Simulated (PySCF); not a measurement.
Vertical excitations of a molecule C2H7FOSi from TDA-PBE/def2-SVPD in PySCF 2.14.0, as energy in eV (oscillator strength): 6.19 (0.001), 6.53 (0.007), 6.67 (0.008), 6.73 (0.006), 7.06 (0.005), 7.27 (0.012), 7.30 (0.032), 7.66 (0.006), 7.71 (0.017), 7.74 (0.050). Lowest triplet (TDA): 5.89 eV. Geometry optimised at PBE0-D3(BJ)/def2-SVP. One conformer was computed; it need not be the lowest.

### Question
Identify the compound among the candidates.
A) CO[Si@H](C)F
B) C[Si@H](F)CO
C) CO[SiH2]CF
D) C[Si@H](O)CF

### Answer
B, C[Si@H](F)CO
